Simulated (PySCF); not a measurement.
C4H7InO, singlet, at a GFN2-xTB geometry (such geometries of metal compounds can be far from the true shape) (core potentials on In); DF-B3LYP/def2-TZVPP in PySCF.

Input for PySCF:
```python
from pyscf import gto, scf, dft

mol = gto.Mole()
mol.atom = '''
    In    0.056588    0.121989    0.272484
    C    -0.059835    1.684332   -1.296683
    C    -0.318932    1.470092   -2.571672
    H     0.118701    2.684393   -0.915659
    H    -0.364407    2.278728   -3.293756
    H    -0.499817    0.481413   -2.970014
    C    -0.139059   -2.103155    0.433938
    C    -0.352282   -2.913894   -0.583743
    H    -0.041199   -2.501681    1.441864
    H    -0.436998   -3.988149   -0.457476
    H    -0.454345   -2.557043   -1.597338
    O     0.447253    1.030050    1.969429
    H     0.547892    0.560252    2.794198
'''
mol.basis = 'def2-tzvpp'
mol.ecp = {'In': 'def2-tzvpp'}
mol.charge = 0
mol.spin = 0
mol.verbose = 4
mol.max_memory = 1800
mol.build()

mf = dft.RKS(mol)
mf.xc = 'b3lyp'
mf = mf.density_fit(auxbasis='def2-universal-jkfit')
mf.kernel()
```

The log (banner, timings and long lists left out):

```
PySCF version 2.14.0

[INPUT] verbose = 4
[INPUT] num. atoms = 13
[INPUT] num. electrons = 60
[INPUT] charge = 0
[INPUT] spin (= nelec alpha-beta = 2S) = 0
[INPUT] symmetry False subgroup None
[INPUT] Mole.unit = angstrom
[INPUT] Symbol           X                Y                Z      unit          X                Y                Z       unit  Magmom
[INPUT]  1 In     0.056588000000   0.121989000000   0.272484000000 AA    0.106935821937   0.230525800210   0.514920133326 Bohr   0.0
[INPUT]  2 C     -0.059835000000   1.684332000000  -1.296683000000 AA   -0.113071762663   3.182926182841  -2.450375740379 Bohr   0.0
[INPUT]  3 C     -0.318932000000   1.470092000000  -2.571672000000 AA   -0.602694132360   2.778071257914  -4.859755762212 Bohr   0.0
[INPUT]  4 H      0.118701000000   2.684393000000  -0.915659000000 AA    0.224312380712   5.072767580700  -1.730344733493 Bohr   0.0
[INPUT]  5 H     -0.364407000000   2.278728000000  -3.293756000000 AA   -0.688629427874   4.306171832378  -6.224296761143 Bohr   0.0
[INPUT]  6 H     -0.499817000000   0.481413000000  -2.970014000000 AA   -0.944517242402   0.909738722805  -5.612513046124 Bohr   0.0
[INPUT]  7 C     -0.139059000000  -2.103155000000   0.433938000000 AA   -0.262783425156  -3.974386947510   0.820023975042 Bohr   0.0
[INPUT]  8 C     -0.352282000000  -2.913894000000  -0.583743000000 AA   -0.665716498614  -5.506461616013  -1.103114397132 Bohr   0.0
[INPUT]  9 H     -0.041199000000  -2.501681000000   1.441864000000 AA   -0.077854826606  -4.727491941028   2.724728068870 Bohr   0.0
[INPUT] 10 H     -0.436998000000  -3.988149000000  -0.457476000000 AA   -0.825806536983  -7.536509353958  -0.864504348562 Bohr   0.0
[INPUT] 11 H     -0.454345000000  -2.557043000000  -1.597338000000 AA   -0.858587616066  -4.832110958736  -3.018531348361 Bohr   0.0
[INPUT] 12 O      0.447253000000   1.030050000000   1.969429000000 AA    0.845185678390   1.946512394608   3.721681431776 Bohr   0.0
[INPUT] 13 H      0.547892000000   0.560252000000   2.794198000000 AA    1.035365825840   1.058722840740   5.280268957807 Bohr   0.0

nuclear repulsion = 292.337838719581
number of shells = 113
number of NR pGTOs = 433
number of NR cGTOs = 303
basis = def2-tzvpp
ecp = {'In': 'def2-tzvpp'}

******** <class 'pyscf.df.df_jk.DFRKS'> ********
method = DFRKS
initial guess = minao
damping factor = 0
level_shift factor = 0
DIIS = <class 'pyscf.scf.diis.CDIIS'>
diis_start_cycle = 1
diis_space = 8
diis_damp = 0
SCF conv_tol = 1e-09
SCF conv_tol_grad = None
SCF max_cycles = 50
direct_scf = False
XC library pyscf.dft.libxc version 7.1.2
    S. Lehtola, C. Steigemann, M. J. T. Oliveira, and M. A. L. Marques,  SoftwareX 7, 1–5 (2018)
XC functionals = b3lyp
    P. J. Stephens, F. J. Devlin, C. F. Chabalowski, and M. J. Frisch,  J. Phys. Chem. 98, 11623 (1994)
radial grids:
    Treutler-Ahlrichs [JCP 102, 346 (1995); DOI:10.1063/1.469408] (M4) radial grids

becke partition: Becke, JCP 88, 2547 (1988); DOI:10.1063/1.454033
pruning grids: <function nwchem_prune>
grids dens level: 3
symmetrized grids: False
atomic radii adjust function: <function treutler_atomic_radii_adjust>
small_rho_cutoff = 0
Set gradient conv threshold to 3.16228e-05
Initial guess from minao.
tot grids = 161088
******** <class 'pyscf.df.df.DF'> ********
auxbasis = def2-universal-jkfit
init E= -389.557807683822
  HOMO = -0.546546408182984  LUMO = -0.450450024817093  gap/eV = 2.61492
cycle= 1 E= -420.780256610755  delta_E= -31.2  |g|= 2.44  |ddm|= 46.4
  HOMO = 0.0362046022770915  LUMO = 0.0458019847241532  gap/eV = 0.26116
cycle= 2 E= -390.523608955894  delta_E= 30.3  |g|= 10.4  |ddm|=   64
  HOMO = -0.211163836320097  LUMO = -0.0460857839326572  gap/eV = 4.49200
cycle= 3 E= -422.026632311837  delta_E= -31.5  |g|= 0.669  |ddm|= 63.5
  HOMO = -0.277428338712408  LUMO = -0.0625120802691441  gap/eV = 5.84817
cycle= 4 E= -422.052553810676  delta_E= -0.0259  |g|= 0.514  |ddm|= 1.02
  HOMO = -0.249693540037492  LUMO = -0.0518384464292687  gap/eV = 5.38391
cycle= 5 E= -422.107979310401  delta_E= -0.0554  |g|= 0.113  |ddm|= 0.559
  HOMO = -0.258502394962068  LUMO = -0.0561076527398754  gap/eV = 5.50744
cycle= 6 E= -422.110794494755  delta_E= -0.00282  |g|= 0.0605  |ddm|= 0.151
  HOMO = -0.263057254523961  LUMO = -0.059882137153707  gap/eV = 5.52868
cycle= 7 E= -422.111578177729  delta_E= -0.000784  |g|= 0.0137  |ddm|= 0.0551
  HOMO = -0.261657426137095  LUMO = -0.0591357352109725  gap/eV = 5.51090
cycle= 8 E= -422.111604299239  delta_E= -2.61e-05  |g|= 0.00981  |ddm|= 0.0181
  HOMO = -0.261813720725048  LUMO = -0.0589681047454249  gap/eV = 5.51971
cycle= 9 E= -422.111627528552  delta_E= -2.32e-05  |g|= 0.00101  |ddm|= 0.00719
  HOMO = -0.261794720741651  LUMO = -0.058934382236167  gap/eV = 5.52011
cycle= 10 E= -422.111627745009  delta_E= -2.16e-07  |g|= 0.000303  |ddm|= 0.00133
  HOMO = -0.261795615273318  LUMO = -0.0589358541721232  gap/eV = 5.52010
cycle= 11 E= -422.111627764029  delta_E= -1.9e-08  |g|= 0.00011  |ddm|= 0.000305
  HOMO = -0.261797132649768  LUMO = -0.0589352573164206  gap/eV = 5.52015
cycle= 12 E= -422.11162776607  delta_E= -2.04e-09  |g|= 6.2e-05  |ddm|= 0.000104
  HOMO = -0.261796487196627  LUMO = -0.0589348296594139  gap/eV = 5.52015
cycle= 13 E= -422.111627766906  delta_E= -8.36e-10  |g|= 1.12e-05  |ddm|= 4.59e-05
  HOMO = -0.26179652212279  LUMO = -0.0589350940152045  gap/eV = 5.52014
Extra cycle  E= -422.111627766852  delta_E= 5.35e-11  |g|= 1.83e-05  |ddm|= 2.81e-05
converged SCF energy = -422.111627766852
```
